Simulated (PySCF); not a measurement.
Species, as SMILES: B(F)=O.
Geometry (B3LYP-D3(BJ)/def2-TZVP, fixed):
```xyz
3

F      0.0000     0.0000    -1.1989
B      0.0000     0.0000     0.0871
O      0.0000     0.0000     1.2943
```

Basis-set convergence of the isotropic shielding of B2 at PBE0 with PySCF. GIAO, no density fitting; atoms are numbered in the order shown. All functions are spherical. No added dispersion term, no relativity. Reference: the value in pcseg-3, 92.97 ppm, itself unsure by roughly 0.33 ppm (its distance from pcSseg-2). Deviations are taken from unrounded values.

```tsv
basis	functions	isotropic shielding of B2 (ppm)
cc-pVDZ	42	108.91
aug-cc-pVDZ	69	106.55
def2-SVP	42	105.56
def2-SVPD	66	101.62
pcseg-1	42	103.04
aug-pcseg-1	69	102.08
6-311G**	54	98.73
6-311+G**	66	97.84
cc-pVTZ	90	98.21
aug-cc-pVTZ	138	98.08
pcseg-2	90	94.09
aug-pcseg-2	138	94.04
def2-TZVPP	93	97.51
def2-TZVPPD	117	97.06
def2-QZVPP	171	94.46
def2-QZVPPD	195	94.53
```

What the diffuse functions change, pair by pair:
- cc-pVDZ to aug-cc-pVDZ: 27 more functions, deviation 15.94 to 13.59 ppm
- def2-SVP to def2-SVPD: 24 more functions, deviation 12.59 to 8.66 ppm
- pcseg-1 to aug-pcseg-1: 27 more functions, deviation 10.07 to 9.12 ppm
- 6-311G** to 6-311+G**: 12 more functions, deviation 5.76 to 4.88 ppm
- cc-pVTZ to aug-cc-pVTZ: 48 more functions, deviation 5.25 to 5.11 ppm
- pcseg-2 to aug-pcseg-2: 48 more functions, deviation 1.13 to 1.08 ppm
- def2-TZVPP to def2-TZVPPD: 24 more functions, deviation 4.54 to 4.10 ppm
- def2-QZVPP to def2-QZVPPD: 24 more functions, deviation 1.50 to 1.56 ppm

They bring the value nearer the reference by more than 0.33 ppm in 5 of 8 pairs.
